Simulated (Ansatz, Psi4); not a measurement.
Here is a job for Psi4.
```
memory 2 GB

molecule {
0 1
  Sb   -0.00673821    0.00740301    0.43142423
  C     0.19254380   -1.82326529   -0.71473966
  H     1.11761127   -2.32368584   -0.45225624
  H     0.19814442   -1.59192199   -1.77443677
  H    -0.63697105   -2.48620389   -0.49681510
  C     1.48921748    1.04940145   -0.74378095
  H     2.47603995    0.67127683   -0.50237513
  H     1.45823690    2.11023739   -0.52301994
  H     1.29510059    0.89708791   -1.80001401
  C    -1.64668376    0.73532555   -0.78736976
  H    -2.55198411    0.18722995   -0.55265593
  H    -1.40872327    0.60197337   -1.83717977
  H    -1.81427087    1.78768245   -0.58854042
}

set basis sto-3g
set scf_type pk
set puream true
set d_convergence 1e-8
set dft_radial_points 99
set dft_spherical_points 590

energy('blyp')
print_variables()
```

Question: Convert this to an input for Ansatz (an electronic-structure program).

Answer: One answer among several that fit: 
Ansatz 0.2 input:
```yaml
crystal:
  periodic: [false, false, false]
  atoms:
    - {symbol: Sb, position_ang: [-0.00673821, 0.00740301, 0.43142423]}
    - {symbol: C, position_ang: [0.19254380, -1.82326529, -0.71473966]}
    - {symbol: H, position_ang: [1.11761127, -2.32368584, -0.45225624]}
    - {symbol: H, position_ang: [0.19814442, -1.59192199, -1.77443677]}
    - {symbol: H, position_ang: [-0.63697105, -2.48620389, -0.49681510]}
    - {symbol: C, position_ang: [1.48921748, 1.04940145, -0.74378095]}
    - {symbol: H, position_ang: [2.47603995, 0.67127683, -0.50237513]}
    - {symbol: H, position_ang: [1.45823690, 2.11023739, -0.52301994]}
    - {symbol: H, position_ang: [1.29510059, 0.89708791, -1.80001401]}
    - {symbol: C, position_ang: [-1.64668376, 0.73532555, -0.78736976]}
    - {symbol: H, position_ang: [-2.55198411, 0.18722995, -0.55265593]}
    - {symbol: H, position_ang: [-1.40872327, 0.60197337, -1.83717977]}
    - {symbol: H, position_ang: [-1.81427087, 1.78768245, -0.58854042]}
basis:
  gaussian:
    orbitals: STO-3G
hamiltonian:
  xc: blyp
accuracy: high
```

Both were run: Psi4 gave -6371.538801 Eh and Ansatz -6371.538843 Eh, 0.042 mEh apart.
